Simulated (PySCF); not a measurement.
# A small calculation by hand: dipole moment from atomic charges

BBrH4N2, SMILES NB(N)Br. Atoms are numbered in the order given.

```xyz
8

B      0.0000     0.0000    -0.9636
Br     0.0000     0.0000     0.9934
N      0.0000     1.2476    -1.6094
H      0.0000     2.1159    -1.0958
H      0.0000     1.3546    -2.6141
N      0.0000    -1.2476    -1.6094
H      0.0000    -1.3546    -2.6141
H      0.0000    -2.1159    -1.0958
```
Charge 0, spin multiplicity 1.

The structure is a stationary point at PBE0-D3(BJ)/def2-SVP. The structure was generated by enumeration, and PubChem lists no compound with its InChIKey, so it may never have been made. One conformer was computed; it need not be the lowest.

Charges (e) from PySCF with B3LYP/def2-TZVP:

```tsv
atom	ESP fit	Mulliken
B1	0.621	0.254
Br2	-0.230	-0.230
N3	-1.017	-0.463
H4	0.392	0.236
H5	0.430	0.216
N6	-1.017	-0.463
H7	0.430	0.216
H8	0.392	0.236
```

The dipole moment of the full density is 3.05 D.

**Question.** What dipole moment does each set of point charges give, and which comes closer to that of the density?

**Answer.** 
μ = Σ q r, and 1 e Å = 4.8032 D.
ESP fit: Σ q r = (0.000, 0.000, -0.661) e Å, |μ| = 3.17 D.
Mulliken: Σ q r = (0.000, 0.000, -0.629) e Å, |μ| = 3.02 D.
Mulliken comes closer in size. Point charges leave out the atoms' own dipoles (lone pairs, polarised bonds); fits to the potential absorb them, partitions of the density don't.
